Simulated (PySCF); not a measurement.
C2H6BFN2, SMILES C=C(F)B(N)N.

The structure is a stationary point at r2SCAN-D4/def2-SVP. The structure was generated by enumeration, and PubChem lists no compound with its InChIKey, so it may never have been made. The values are those of a single conformer.

Two levels are set side by side: TDA-PBE/def2-SVPD (PySCF) and TDA-B3LYP/def2-SVPD (PySCF). Vertical, same geometry. The lowest singlet is HOMO→LUMO 91 % with PBE and HOMO→LUMO 85 % with the other functional; states are paired by order. Differences are taken from unrounded values.

| quantity | TDA-B3LYP |
|---|---|
| lowest singlet excitation (eV) | 5.74 |
| lowest triplet excitation (TDA) (eV) | 3.94 |
| first bright state (f over 0.05) (eV) | 5.74 |
| its oscillator strength | 0.06 |

Question: What does TDA-PBE give, and how far is it from TDA-B3LYP? (An estimate is asked for; the answer gives what the named calculation found.)

Answer: 
```
quantity                               TDA-PBE  TDA-PBE minus TDA-B3LYP
-------------------------------------  -------  -----------------------
lowest singlet excitation (eV)            4.98                    -0.76
lowest triplet excitation (TDA) (eV)      3.92                    -0.02
first bright state (f over 0.05) (eV)     6.38                     0.65
its oscillator strength                   0.43                     0.37
```

A lower first singlet is the usual sign of a functional without exact exchange. Differences between two approximate levels are no errors against the true value.

Rough cost on one machine, each run with all the roots and properties that it gave: TDA-B3LYP against TDA-PBE about 2 times.
